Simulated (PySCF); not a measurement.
## Shifts of the heteroatoms

Molfile (atoms numbered from 1):
```
C6H8FN3
     RDKit          3D

 18 19  0  0  0  0  0  0  0  0999 V2000
    3.1384    2.2436   -0.9400 F   0  0  0  0  0  0  0  0  0  0  0  0
    2.4942    1.1417   -0.5852 C   0  0  0  0  0  0  0  0  0  0  0  0
    3.0278   -0.0516   -0.0924 C   0  0  0  0  0  0  0  0  0  0  0  0
    2.0025   -0.8650    0.1165 N   0  0  0  0  0  0  0  0  0  0  0  0
    0.9418   -0.1851   -0.2333 N   0  0  0  0  0  0  0  0  0  0  0  0
   -0.3787   -0.7191   -0.1326 C   0  0  0  0  0  0  0  0  0  0  0  0
   -1.3037   -0.4565   -1.3320 C   0  0  0  0  0  0  0  0  0  0  0  0
   -2.4017    0.0085   -0.3635 C   0  0  0  0  0  0  0  0  0  0  0  0
   -1.3587    0.0620    0.7626 C   0  0  0  0  0  0  0  0  0  0  0  0
    1.1782    1.0324   -0.6629 N   0  0  0  0  0  0  0  0  0  0  0  0
    4.0400   -0.3313    0.1042 H   0  0  0  0  0  0  0  0  0  0  0  0
   -0.2668   -1.7693    0.1374 H   0  0  0  0  0  0  0  0  0  0  0  0
   -0.9205    0.3543   -1.9466 H   0  0  0  0  0  0  0  0  0  0  0  0
   -1.5301   -1.3162   -1.9576 H   0  0  0  0  0  0  0  0  0  0  0  0
   -3.1627   -0.7496   -0.1949 H   0  0  0  0  0  0  0  0  0  0  0  0
   -2.8838    0.9503   -0.6098 H   0  0  0  0  0  0  0  0  0  0  0  0
   -1.0005    1.0711    0.9507 H   0  0  0  0  0  0  0  0  0  0  0  0
   -1.6246   -0.4139    1.7031 H   0  0  0  0  0  0  0  0  0  0  0  0
  1  2  1  0
  2  3  1  0
  3  4  2  0
  4  5  1  0
  5  6  1  0
  6  7  1  0
  7  8  1  0
  8  9  1  0
  5 10  1  0
 10  2  2  0
  9  6  1  0
  3 11  1  0
  6 12  1  0
  7 13  1  0
  7 14  1  0
  8 15  1  0
  8 16  1  0
  9 17  1  0
  9 18  1  0
M  END
```

PySCF 2.14.0 with density-fitted response routines calculation with GFN2-xTB structure and PBE0/pcSseg-1 with gauge-including orbitals; single conformer, one averaged value for each set of equivalent atoms, non-relativistic, in vacuum.

Question: Where does ¹⁹F resonate?

Answer: 
```tsv
atoms	environment	σ (ppm)	δ (ppm)
F1	aryl fluorine	323.8	-146.2
```

Shieldings were converted by a linear fit to measured shifts: ¹⁹F: δ = 146.13 − 0.903σ +14.6 on sp3 carbon (rms 6.0 ppm, 223 shifts, 7.0 ppm with the 5 outliers that the fit left out vs CFCl3, solution or neat liquid). Occasional misses reach two or three times the rms, and more in compound classes unlike the fitted ones.

On a 400 MHz spectrometer ¹⁹F resonates near 376.4 MHz, so 1 ppm is 376.4 Hz.

Question: Where does ¹⁵N resonate?

Answer: 
| atoms | environment | σ (ppm) | δ (ppm) |
| --- | --- | --- | --- |
| N4 | pyridine-type nitrogen of an azole | -103.4 | -52.8 |
| N10 | pyridine-type nitrogen of an azole | -54.6 | -97.8 |
| N5 | pyrrole-type ring nitrogen | -4.9 | -143.5 |

Shieldings were converted by a linear fit to measured shifts: ¹⁵N: δ = -148.07 − 0.921σ (rms 6.3 ppm, 71 shifts vs CH3NO2, solution or neat liquid). A few per cent of atoms miss by over 2 rms, more outside the fitted compound classes.

On a 500 MHz spectrometer ¹⁵N resonates near 50.7 MHz, so 1 ppm is 50.7 Hz.
